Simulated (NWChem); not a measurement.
System: PbI cation, singlet; SMILES [I][Pb+]

Input file for NWChem:

```
start job
memory heap 200 mb stack 900 mb global 1100 mb
charge 1
geometry units angstroms noautoz
  Pb     0.000000     0.000000    -1.077552
  I      0.000000     0.000000     1.646111
end
basis spherical
  * library def2-tzvp
end
ecp
  I library def2-ecp
  Pb library def2-ecp
end
dft
  xc b3lyp
  iterations 150
  mulliken
end
task dft energy
```

Low-valent species are run as closed-shell singlets; no triplet was tried in these runs. All runs use the structure optimised with PBE-D3(BJ)/def2-SVP. def2 effective core potentials on I, Pb; no spin-orbit coupling.

Question: Predict the main results of this run. (B3LYP/def2-TZVP with def2 effective core potentials on I, Pb.) Quantities: energy (Ha); highest occupied level (eV); orbital gap (eV).

Answer: 
```yaml
energy (Ha): -490.55
highest occupied level (eV): -12.70
orbital gap (eV): 3.91
```
